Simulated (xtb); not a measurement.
Zn(Et)(SiH3) (C2H8SiZn), SMILES C[CH2][Zn][SiH3]. All values are semi-empirical tight-binding results from xtb (GFN2-xTB unless named), good for trends rather than for accurate numbers. Geometry optimised at GFN2-xTB. The structure was generated by enumeration; whether it is a known compound was not checked. One conformer was computed; it need not be the lowest.

Optimised geometry:

```xyz
12

Zn     0.4366    -0.2844    -0.0357
C     -0.4712    -1.3101    -1.6026
C     -1.7916    -0.5548    -1.7925
H     -0.6996    -2.3544    -1.3805
H      0.0648    -1.3154    -2.5527
H     -1.6182     0.4783    -2.1002
H     -2.3808    -0.5408    -0.8721
H     -2.4063    -1.0257    -2.5641
Si     0.4480     1.3650     1.7401
H     -0.2233     0.9194     2.9722
H     -0.2794     2.5905     1.3677
H      1.7484     1.8605     2.2108
```

For metal compounds this method's bond lengths and energies can be far off.

Computed properties:
| Item | Value |
|---|---|
| orbital gap | 3.57 eV |
| zero-point energy | 53.6 kcal/mol |
| G − E(el) at 298.15 K (modified RRHO) | 32.0 kcal/mol |

Give the atomic charges and the Wiberg bond orders between heavy atoms. (The exact figures need the calculation; the answer reports its results.)

charges (e) Zn1 0.18, C2 -0.18, C3 -0.09, H4 0.02, H5 0.02, H6 0.02, H7 0.02, H8 0.03, Si9 0.34, H10 -0.12, H11 -0.12, H12 -0.12. Bond orders Zn1–C2 0.68, C2–C3 1.01, Zn1–Si9 0.69.
